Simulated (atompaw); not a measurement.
Plane-wave convergence, PAW (atompaw) potential for Sc (Z = 21)

* Element: Sc
* Generator: atompaw 4.2.0.5
* Type: PAW
* Functional: LDA (PW92)
* Relativity: scalar-relativistic
* Frozen core: [Ne]
* Valence charge: 11
* Reference configuration: 3s2 3p6 3d2 4s1 4p0
* Partial waves: 3s (bound): rc 1.40 bohr; 4s (bound): rc 2.70 bohr; 3p (bound): rc 1.70 bohr; 4p (bound, empty): rc 1.95 bohr; 3d (bound): rc 2.70 bohr; 3d channel at 0.4 Ry: rc 2.70 bohr
* Local potential: bessel scheme, radius 2.25 bohr
* Core correction: smooth core density matched at 2.45 bohr
* Augmentation charge: besselshape compensation charge, radius 2.35 bohr; PAW radius 2.70 bohr; waves and projectors: custom polynom vanderbiltortho

The pseudo-atom Hamiltonian at the reference potential is diagonalised in spherical Bessel functions j_l(qr) that vanish at 20 bohr, with q² up to the cutoff. All-electron valence levels (Ry): 3s -3.8054, 4s -0.2703, 3p -2.2621, 4p -0.0911, 3d -0.1106.

Q: How do the lowest levels (Ry) of each channel move with the cutoff, and are there ghosts?

A:

| cutoff (Ry) | s #1 | s #2 | s #3 | p #1 | p #2 | d #1 | f #1 | f #2 | Σ f·Δε (mRy) |
| --- | --- | --- | --- | --- | --- | --- | --- | --- | --- |
| 8 | -3.6054 | -0.2702 | -0.0005 | -0.4137 | -0.0106 | -0.0854 | 0.0948 | 0.2110 | 11540.8 |
| 10 | -3.7318 | -0.2702 | -0.0005 | -0.9997 | -0.0585 | -0.1060 | 0.0948 | 0.2110 | 7731.1 |
| 12 | -3.7813 | -0.2703 | -0.0005 | -1.6971 | -0.0829 | -0.1098 | 0.0948 | 0.2110 | 3439.7 |
| 18 | -3.8046 | -0.2703 | -0.0005 | -2.2303 | -0.0909 | -0.1103 | 0.0948 | 0.2110 | 193.4 |
| 21 | -3.8049 | -0.2703 | -0.0005 | -2.2542 | -0.0910 | -0.1105 | 0.0948 | 0.2110 | 48.6 |
| 25 | -3.8049 | -0.2703 | -0.0005 | -2.2608 | -0.0910 | -0.1105 | 0.0948 | 0.2110 | 9.2 |
| 30 | -3.8051 | -0.2703 | -0.0005 | -2.2610 | -0.0911 | -0.1106 | 0.0948 | 0.2110 | 7.5 |
| 35 | -3.8053 | -0.2703 | -0.0005 | -2.2613 | -0.0911 | -0.1106 | 0.0948 | 0.2110 | 5.1 |
| 45 | -3.8054 | -0.2703 | -0.0005 | -2.2620 | -0.0911 | -0.1106 | 0.0948 | 0.2110 | 0.9 |
| 50 | -3.8054 | -0.2703 | -0.0005 | -2.2620 | -0.0911 | -0.1106 | 0.0948 | 0.2110 | 0.4 |
| 55 | -3.8054 | -0.2703 | -0.0005 | -2.2621 | -0.0911 | -0.1106 | 0.0948 | 0.2110 | 0.4 |
| 400 | -3.8054 | -0.2703 | -0.0005 | -2.2621 | -0.0911 | -0.1106 | 0.0948 | 0.2110 | 0.0 |

Result: no extra level below or beside the all-electron valence levels (s, p, d, f tested); 10 mRy is reached at 25 Ry and 1 mRy at 45 Ry.
